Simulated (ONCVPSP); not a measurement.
**u(r) = r·R(r): atom against pseudo-atom (Ho (Z = 67))**

Columns: radius, all-electron u(r) and pseudo u(r) of the 5p shell (level -35.65 eV) of holmium in the configuration [Kr] 4d10 4f10 5s2 5p6 5d1 6s1; PBE, scalar-relativistic, ONCV scheme, ONCVPSP 4.0.1.

| r (bohr) | all-electron | pseudo |
| --- | --- | --- |
| 0.178 | 0.3138 | 0.0447 |
| 0.355 | -0.3807 | 0.1686 |
| 0.533 | -0.3542 | 0.3470 |
| 0.710 | 0.1572 | 0.5420 |
| 0.888 | 0.6087 | 0.7174 |
| 1.065 | 0.8614 | 0.8407 |
| 1.243 | 0.9476 | 0.8974 |
| 1.420 | 0.9249 | 0.8872 |
| 1.598 | 0.8428 | 0.8243 |
| 1.775 | 0.7361 | 0.7300 |
| 1.953 | 0.6241 | 0.6229 |
| 2.130 | 0.5190 | 0.5189 |
| 2.308 | 0.4249 | 0.4249 |
| 2.485 | 0.3445 | 0.3445 |
| 2.662 | 0.2770 | 0.2770 |
| 2.840 | 0.2210 | 0.2210 |
| 3.018 | 0.1754 | 0.1754 |
| 3.195 | 0.1388 | 0.1388 |
| 3.373 | 0.1093 | 0.1093 |
| 3.550 | 0.0859 | 0.0859 |
| 3.728 | 0.0672 | 0.0672 |
| 3.905 | 0.0525 | 0.0525 |
| 4.083 | 0.0409 | 0.0409 |
| 4.260 | 0.0318 | 0.0318 |
| 4.438 | 0.0247 | 0.0246 |
| 4.615 | 0.0191 | 0.0191 |

**Question.** How many radial nodes do the two functions have?

**Answer.** The all-electron 5p function has n − l − 1 = 3 (the table is too coarse to show those close to the nucleus); the pseudo-wave has 0, since the states of the same l below it are removed with the core.

**Question.** At about which radius was the pseudo-wave matched?

**Answer.** 2.25 bohr, where the columns begin to agree (steps of 0.18 bohr).

**Question.** Is the pseudo-wave norm-conserving?

**Answer.** Yes: the ONCV scheme keeps the norm inside the radius equal to the all-electron one, which fixes the energy derivative of the logarithmic derivative at the level.
